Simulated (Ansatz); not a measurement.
H3BFSi, SMILES `F[B-][SiH3]` (singlet; the order of the spin states depends on the level) (charge -1, multiplicity 1). This singlet lies 0.36 eV below the relaxed triplet at the level frozen-core CCSD(T)/aug-cc-pVDZ // B3LYP-D3(BJ)/def2-TZVPD (Ansatz, an electronic-structure program); other levels give the other order.

Computed with B3LYP/aug-cc-pVTZ // B3LYP-D3(BJ)/def2-TZVPD run with Ansatz.

Ansatz 0.2 input:
```yaml
crystal:
  periodic: [false, false, false]
  atoms:
    - { symbol: F, position_ang: [2.506391, 0.195543, -0.038273] }
    - { symbol: B, position_ang: [1.516639, -0.729254, 0.008742] }
    - { symbol: Si, position_ang: [-0.500505, 0.110191, 0.001854] }
    - { symbol: H, position_ang: [-1.159821, 1.504248, -0.042171] }
    - { symbol: H, position_ang: [-1.196248, -0.584545, -1.140933] }
    - { symbol: H, position_ang: [-1.166454, -0.496187, 1.210781] }
basis:
  gaussian: { orbitals: aug-cc-pVTZ }
hamiltonian:
  xc: b3lyp
total_charge: -1
```

Output:

```
Functional definition: B3LYP
979 factors; their error is unknown
mean field evaluation 1: about -11317.9826 eV, gradient 4.1e1 eV
mean field evaluation 2: about -11314.7944 eV, gradient 6.8e1 eV
mean field evaluation 4: about -11321.6057 eV, gradient 7.4e-1 eV
mean field evaluation 8: about -11321.6364 eV, gradient 5.9e-2 eV
mean field -11321.63644894 eV, -416.0624654178 hartree, gradient 5.2e-5 eV, S^2 0.000000; 0 other end points of the search recorded, 0 dependent functions left out
reference -11321.63669950 eV, -416.0624746256 hartree; 16, 16 occupied and 195, 195 virtual orbitals, 979 factors
Total energy: -11321.63669950 eV, -416.0624746256 hartree
```
